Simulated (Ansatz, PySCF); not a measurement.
This PySCF input computes a PBE/def2-TZVPD energy:

```python
from pyscf import gto, scf, dft

mol = gto.M(
    atom='''
    Te   -0.00070909    0.04327509    0.00226130
    H    -1.16040669   -1.14501690   -0.04830027
    H     1.19727946   -1.10528797   -0.06928709
    ''',
    basis='def2-tzvpd',
    ecp='def2-tzvp',
    charge=0,
    spin=0,
    verbose=4,
)

mf = dft.RKS(mol, xc='pbe').density_fit(auxbasis='def2-universal-jkfit')
mf.grids.level = 3
mf.conv_tol = 1e-9
mf.max_cycle = 100
mf.max_memory = 1500
mf.kernel()
if not mf.converged:
    mf = mf.newton()
    mf.kernel(mf.make_rdm1())
mf.analyze()
```

Task: Write an input for the same energy in Ansatz (a quantum-chemistry and plane-wave program) and say what it gives.

Result: 
Ansatz 0.2 input:
```yaml
crystal:
  periodic: [false, false, false]
  atoms:
    - {symbol: Te, position_ang: [-0.00070909, 0.04327509, 0.00226130]}
    - {symbol: H, position_ang: [-1.16040669, -1.14501690, -0.04830027]}
    - {symbol: H, position_ang: [1.19727946, -1.10528797, -0.06928709]}
basis:
  gaussian:
    orbitals: def2-TZVPD
hamiltonian:
  xc: {name: PBE}
output: {forces: true}
```
It gives -269.19885 Eh, and PySCF -269.19890 Eh, a difference of 0.05 mEh, from the treatment of integrals and grids.
